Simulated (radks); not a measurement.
Excited configurations of the silicon ion Si+: one electron is placed in a higher orbital outside [Ne] 3s2. The ground configuration is [Ne] 3s2 3p1. All-electron calculation, non-relativistic Kohn-Sham, r2SCAN, spin-polarised, spherical densities, point nucleus; open shells are filled with parallel spins first; meta-GGA in the generalised Kohn-Sham scheme. Program: a radial shooting solver on a logarithmic mesh with Libxc functionals. Excitation = E - E(ground); binding = E(ion) - E, where the ion is the core of charge +2; n* = 2/sqrt(2 binding) in atomic units, and the quantum defect is n - n*.

outer orbital,excitation (eV),binding (eV),n*,<r> (bohr)
3d,8.857,7.337,2.724,3.900
5p,12.631,3.563,3.908,11.29
6s,13.596,2.598,4.577,15.91
6f,14.613,1.581,5.867,23.46

The Delta-SCF ionisation energy is 16.194 eV (NIST Atomic Spectra Database: 16.346 eV, measured). Self-interaction in the functional shifts the binding energies and quantum defects, so they are the method's values and not measured ones. Open shells are spherical and high-spin; term and fine-structure splittings are not resolved.
